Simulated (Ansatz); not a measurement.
Cost and result up the ladder for the cluster Mg2O3H2 (7 atoms). The state is a singlet with charge 0. Geometry: r2SCAN-D4/def2-SVP.

```xyz
7

Mg    0.4574   -0.9368   -0.3954
Mg   -0.9925    2.0290    0.8618
O     0.0247    0.9505   -0.3936
O    -0.5488    0.1377    0.8622
O     1.1691   -2.4233   -1.0244
H    -1.6886    3.4513    1.4643
H     1.5786   -3.2082   -1.3751
```

Ansatz on 4 threads of AMD EPYC 9B14 on a shared host. Times are rough, and most runs start from the orbitals of an earlier one. No level here is sound enough to serve as a yardstick. Binding counts from free atoms at the same level (Mg singlet, O triplet, H doublet; other spins of the atoms weren't run), without zero-point energy or a counterpoise term.

B3LYP takes the VWN-RPA correlation. Correlated methods freeze 5 core orbitals; core or outer-core shells of Mg are correlated, in sets that lack core-valence functions. Another isomer (singlet) lies 1.86 eV lower at PBE0-D4/def2-TZVP; other spin states weren't run for this one.

Correlated methods converge slowly with the basis.

```csv
level,functions,wall time
PBE-D4/def2-TZVP (with forces),169,1 s
PBE0-D4/def2-TZVP,169,1.1 s
B3LYP-D4/def2-TZVP,169,1.1 s
r2SCAN-D4/def2-TZVP,169,1.6 s
ωB97X-V/def2-TZVP,169,3.1 s
CCSD(T)/def2-TZVPP,185,53 s
```

(1) Estimate what each level gives for the binding energy per atom (eV).

Results:

(1) 
```json
{"level": "PBE-D4/def2-TZVP (with forces)", "binding energy per atom (eV)": "3.09", "remarks": "restricted SCF unstable in HF"}
{"level": "PBE0-D4/def2-TZVP", "binding energy per atom (eV)": "2.93", "remarks": "restricted SCF unstable in HF"}
{"level": "B3LYP-D4/def2-TZVP", "binding energy per atom (eV)": "2.97", "remarks": "restricted SCF unstable in HF"}
{"level": "r2SCAN-D4/def2-TZVP", "binding energy per atom (eV)": "3.07", "remarks": "restricted SCF unstable in HF"}
{"level": "ωB97X-V/def2-TZVP", "binding energy per atom (eV)": "3.02", "remarks": "restricted SCF unstable in HF"}
{"level": "CCSD(T)/def2-TZVPP", "binding energy per atom (eV)": "2.92", "remarks": "restricted SCF unstable"}
```
